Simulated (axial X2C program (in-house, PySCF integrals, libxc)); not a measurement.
**Working with the constants of AsF⁻**

A bond curve at the PBE0 level, 2c, was computed with an axial X2C code built on PySCF integrals (basis As dyall-acv3z [10s10p7d5f1g], F dyall-av3z [7s6p3d2f] (cores contracted in-house)) for the state Ω = 3/2 (⟨Sz⟩ = 0.50, ⟨Lz⟩ = 1.00 at PBE0). Its fit gives Re = 1.8352 Å, ωe = 537.5 cm⁻¹, ωexe = 3.22 cm⁻¹ and αe = 2.821e-03 cm⁻¹; the masses are 74.9216 and 18.9984 u. Two-component means X2C with spin–orbit coupling and atomic mean-field Coulomb and Gaunt terms.

Find the reduced mass, Be and the force constant.

From the PBE0 values: μ = 15.1554 u. Be = 16.8576/(μ Re²) = 0.3303 cm⁻¹. k = 5.8918×10⁻⁷ μ ωe² = 2.58 mdyn/Å.

Where do the fundamental and the first overtone lie?

ν(1←0) = ωe − 2ωexe = 531.1 cm⁻¹; ν(2←0) = 2ωe − 6ωexe = 1055.7 cm⁻¹.

Estimate De from a Morse curve and compare with the computed well depth of 1.857 eV to As + F-.

De(Morse) = ωe²/(4ωexe) = 2.781 eV against 1.857 eV computed, a ratio of 1.50. The extrapolation overshoots: the well softens faster than a Morse curve, or the lowest atomic limit lies below the one to which the curve heads.

A Morse curve ties αe to the other constants (Pekeris). How well does that hold?

αe(Morse) = 6Be²/ωe × (√(ωexe/Be) − 1) = 2.584e-03 cm⁻¹; the PBE0 curve gives 2.821e-03 cm⁻¹, a ratio of 0.92.

Estimate the centrifugal constant by the Kratzer relation.

D = 4Be³/ωe² = 4.99e-07 cm⁻¹.

The state is one determinant whose occupation by symmetry is held fixed; it was picked as the lowest of a PBE0 search that is not exhaustive. Dissociation energies refer to the lowest single-determinant-based atoms at the same level and basis. Density functionals use the spin component along the axis (collinear). Without a current term, density functionals place determinants with orbital angular momentum somewhat too high. The highest occupied level of some functionals is positive through self-interaction error; at Hartree–Fock it is bound.
